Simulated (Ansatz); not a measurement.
Potential energy curve for CH (cation, charge +1), singlet.

- UHF/aug-cc-pVQZ (Ansatz, a first-principles code)
- RHF/aug-cc-pVQZ (Ansatz)
- UKS-PBE = unrestricted PBE/aug-cc-pVQZ in Ansatz
- RKS-PBE = restricted PBE/aug-cc-pVQZ (Ansatz)
- UKS-BLYP = unrestricted BLYP/aug-cc-pVQZ run with Ansatz
- RKS-BLYP = Ansatz with restricted BLYP/aug-cc-pVQZ

Scanned distances (Å): 0.85, 0.93, 0.96, 1.02, 1.06, 1.09, 1.14, 1.16, 1.21, 1.26, 1.35, 1.44, 1.54, 1.71, 1.88, 2.08, 2.31, 2.52, 2.81, 3.07, 3.45, 3.98.

Q: Where does the unrestricted solution first break spin symmetry (<S²> of 0.01 or more)?

A: UHF: already at 0.85 Å; UKS-PBE: already at 0.85 Å; UKS-BLYP: already at 0.85 Å.

```json
[
 {"R / Å": "0.85", "<S²> UHF": "0.55", "E(RHF) − E(UHF) / mEh": "12.2", "<S²> UKS-PBE": "0.39", "E(RKS-PBE) − E(UKS-PBE) / mEh": "4.5", "<S²> UKS-BLYP": "0.33", "E(RKS-BLYP) − E(UKS-BLYP) / mEh": "3.0"},
 {"R / Å": "0.93", "<S²> UHF": "0.54", "E(RHF) − E(UHF) / mEh": "11.6", "<S²> UKS-PBE": "0.38", "E(RKS-PBE) − E(UKS-PBE) / mEh": "3.9", "<S²> UKS-BLYP": "0.31", "E(RKS-BLYP) − E(UKS-BLYP) / mEh": "2.6"},
 {"R / Å": "0.96", "<S²> UHF": "0.54", "E(RHF) − E(UHF) / mEh": "11.3", "<S²> UKS-PBE": "0.37", "E(RKS-PBE) − E(UKS-PBE) / mEh": "3.7", "<S²> UKS-BLYP": "0.30", "E(RKS-BLYP) − E(UKS-BLYP) / mEh": "2.5"},
 {"R / Å": "1.02", "<S²> UHF": "0.53", "E(RHF) − E(UHF) / mEh": "10.9", "<S²> UKS-PBE": "0.36", "E(RKS-PBE) − E(UKS-PBE) / mEh": "3.4", "<S²> UKS-BLYP": "0.29", "E(RKS-BLYP) − E(UKS-BLYP) / mEh": "2.2"},
 {"R / Å": "1.06", "<S²> UHF": "0.53", "E(RHF) − E(UHF) / mEh": "10.7", "<S²> UKS-PBE": "0.35", "E(RKS-PBE) − E(UKS-PBE) / mEh": "3.1", "<S²> UKS-BLYP": "0.28", "E(RKS-BLYP) − E(UKS-BLYP) / mEh": "2.0"},
 {"R / Å": "1.09", "<S²> UHF": "0.53", "E(RHF) − E(UHF) / mEh": "10.6", "<S²> UKS-PBE": "0.34", "E(RKS-PBE) − E(UKS-PBE) / mEh": "3.0", "<S²> UKS-BLYP": "0.27", "E(RKS-BLYP) − E(UKS-BLYP) / mEh": "1.9"},
 {"R / Å": "1.14", "<S²> UHF": "0.53", "E(RHF) − E(UHF) / mEh": "10.3", "<S²> UKS-PBE": "0.33", "E(RKS-PBE) − E(UKS-PBE) / mEh": "2.8", "<S²> UKS-BLYP": "0.27", "E(RKS-BLYP) − E(UKS-BLYP) / mEh": "1.8"},
 {"R / Å": "1.16", "<S²> UHF": "0.53", "E(RHF) − E(UHF) / mEh": "10.2", "<S²> UKS-PBE": "0.33", "E(RKS-PBE) − E(UKS-PBE) / mEh": "2.7", "<S²> UKS-BLYP": "0.26", "E(RKS-BLYP) − E(UKS-BLYP) / mEh": "1.8"},
 {"R / Å": "1.21", "<S²> UHF": "0.53", "E(RHF) − E(UHF) / mEh": "10.1", "<S²> UKS-PBE": "0.32", "E(RKS-PBE) − E(UKS-PBE) / mEh": "2.6", "<S²> UKS-BLYP": "0.26", "E(RKS-BLYP) − E(UKS-BLYP) / mEh": "1.7"},
 {"R / Å": "1.26", "<S²> UHF": "0.53", "E(RHF) − E(UHF) / mEh": "9.9", "<S²> UKS-PBE": "0.32", "E(RKS-PBE) − E(UKS-PBE) / mEh": "2.5", "<S²> UKS-BLYP": "0.26", "E(RKS-BLYP) − E(UKS-BLYP) / mEh": "1.6"},
 {"R / Å": "1.35", "<S²> UHF": "0.53", "E(RHF) − E(UHF) / mEh": "9.8", "<S²> UKS-PBE": "0.32", "E(RKS-PBE) − E(UKS-PBE) / mEh": "2.4", "<S²> UKS-BLYP": "0.26", "E(RKS-BLYP) − E(UKS-BLYP) / mEh": "1.6"},
 {"R / Å": "1.44", "<S²> UHF": "0.54", "E(RHF) − E(UHF) / mEh": "9.9", "<S²> UKS-PBE": "0.33", "E(RKS-PBE) − E(UKS-PBE) / mEh": "2.5", "<S²> UKS-BLYP": "0.27", "E(RKS-BLYP) − E(UKS-BLYP) / mEh": "1.7"},
 {"R / Å": "1.54", "<S²> UHF": "0.56", "E(RHF) − E(UHF) / mEh": "10.1", "<S²> UKS-PBE": "0.35", "E(RKS-PBE) − E(UKS-PBE) / mEh": "2.8", "<S²> UKS-BLYP": "0.30", "E(RKS-BLYP) − E(UKS-BLYP) / mEh": "2.0"},
 {"R / Å": "1.71", "<S²> UHF": "0.73", "E(RHF) − E(UHF) / mEh": "12.7", "<S²> UKS-PBE": "0.41", "E(RKS-PBE) − E(UKS-PBE) / mEh": "3.8", "<S²> UKS-BLYP": "0.36", "E(RKS-BLYP) − E(UKS-BLYP) / mEh": "2.9"},
 {"R / Å": "1.88", "<S²> UHF": "0.98", "E(RHF) − E(UHF) / mEh": "26.1", "<S²> UKS-PBE": "0.48", "E(RKS-PBE) − E(UKS-PBE) / mEh": "5.5", "<S²> UKS-BLYP": "0.44", "E(RKS-BLYP) − E(UKS-BLYP) / mEh": "4.4"},
 {"R / Å": "2.08", "<S²> UHF": "1.06", "E(RHF) − E(UHF) / mEh": "47.5", "<S²> UKS-PBE": "0.59", "E(RKS-PBE) − E(UKS-PBE) / mEh": "8.1", "<S²> UKS-BLYP": "0.61", "E(RKS-BLYP) − E(UKS-BLYP) / mEh": "7.3"},
 {"R / Å": "2.31", "<S²> UHF": "1.04", "E(RHF) − E(UHF) / mEh": "70.3", "<S²> UKS-PBE": "0.94", "E(RKS-PBE) − E(UKS-PBE) / mEh": "16.2", "<S²> UKS-BLYP": "0.85", "E(RKS-BLYP) − E(UKS-BLYP) / mEh": "14.4"},
 {"R / Å": "2.52", "<S²> UHF": "1.02", "E(RHF) − E(UHF) / mEh": "88.2", "<S²> UKS-PBE": "1.01", "E(RKS-PBE) − E(UKS-PBE) / mEh": "25.9", "<S²> UKS-BLYP": "1.00", "E(RKS-BLYP) − E(UKS-BLYP) / mEh": "22.7"},
 {"R / Å": "2.81", "<S²> UHF": "1.01", "E(RHF) − E(UHF) / mEh": "108.6", "<S²> UKS-PBE": "1.00", "E(RKS-PBE) − E(UKS-PBE) / mEh": "36.1", "<S²> UKS-BLYP": "1.00", "E(RKS-BLYP) − E(UKS-BLYP) / mEh": "32.5"},
 {"R / Å": "3.07", "<S²> UHF": "1.01", "E(RHF) − E(UHF) / mEh": "122.9", "<S²> UKS-PBE": "1.00", "E(RKS-PBE) − E(UKS-PBE) / mEh": "42.6", "<S²> UKS-BLYP": "1.00", "E(RKS-BLYP) − E(UKS-BLYP) / mEh": "38.7"},
 {"R / Å": "3.45", "<S²> UHF": "1.01", "E(RHF) − E(UHF) / mEh": "138.1", "<S²> UKS-PBE": "1.00", "E(RKS-PBE) − E(UKS-PBE) / mEh": "49.0", "<S²> UKS-BLYP": "1.00", "E(RKS-BLYP) − E(UKS-BLYP) / mEh": "44.7"},
 {"R / Å": "3.98", "<S²> UHF": "1.01", "E(RHF) − E(UHF) / mEh": "151.4", "<S²> UKS-PBE": "1.00", "E(RKS-PBE) − E(UKS-PBE) / mEh": "53.9", "<S²> UKS-BLYP": "1.00", "E(RKS-BLYP) − E(UKS-BLYP) / mEh": "49.4"}
]
```
